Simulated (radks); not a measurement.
The numbers below are computed, except where a source is named.
The carbon ion C+ inside a hard spherical wall (all orbitals vanish at R), configuration held at [He] 2s2 2p1 and not refilled when levels cross. Level of theory: non-relativistic Kohn-Sham, LDA (Slater exchange, VWN5 correlation), spin-polarised, spherical densities, point nucleus; open shells are filled with parallel spins first (a radial shooting solver on a logarithmic mesh with Libxc functionals). Eigenvalues in eV for spin up, with the zero of energy where the potential of the charges vanishes at infinity; a dash marks a level that is unbound or too diffuse for the functional's potential to be trusted. A positive occupied level is held by the wall or, in an anion where self-interaction has pushed it up, behind a barrier. The pressure on the wall is -dE/dV.

R (bohr) = free: E (hartree) -37.03741; kinetic (hartree) 36.831; e(1s) -285.85; e(2s) -26.295; e(2p) -17.832; e(3s, empty) -4.990; e(3p, empty) -3.446; pressure (GPa) 0
R (bohr) = 20: E (hartree) -37.03741; kinetic (hartree) 36.831; e(1s) -285.85; e(2s) -26.295; e(2p) -17.832; e(3s, empty) -4.990; e(3p, empty) -3.446; pressure (GPa) < 0.0001
R (bohr) = 15: E (hartree) -37.03741; kinetic (hartree) 36.831; e(1s) -285.85; e(2s) -26.295; e(2p) -17.832; e(3s, empty) -4.989; e(3p, empty) -3.439; pressure (GPa) < 0.0001
R (bohr) = 8: E (hartree) -37.03741; kinetic (hartree) 36.831; e(1s) -285.85; e(2s) -26.295; e(2p) -17.831; e(3s, empty) -4.561; e(3p, empty) -2.632; pressure (GPa) 0.000385
R (bohr) = 6: E (hartree) -37.03705; kinetic (hartree) 36.835; e(1s) -285.81; e(2s) -26.274; e(2p) -17.805; e(3s, empty) -2.767; e(3p, empty) -0.322; pressure (GPa) 0.0505
R (bohr) = 5: E (hartree) -37.03435; kinetic (hartree) 36.860; e(1s) -285.63; e(2s) -26.164; e(2p) -17.666; e(3s, empty) 0.304; e(3p, empty) 3.074; pressure (GPa) 0.608
R (bohr) = 4: E (hartree) -37.01232; kinetic (hartree) 37.013; e(1s) -284.66; e(2s) -25.538; e(2p) -16.910; e(3s, empty) 8.525; e(3p, empty) 11.249; pressure (GPa) 7.65
R (bohr) = 1.5: E (hartree) -31.91100; kinetic (hartree) 50.578; e(1s) -243.18; e(2s) 41.190; e(2p) 38.267; e(3s, empty) 297.74; e(3p, empty) 239.51; pressure (GPa) 13100
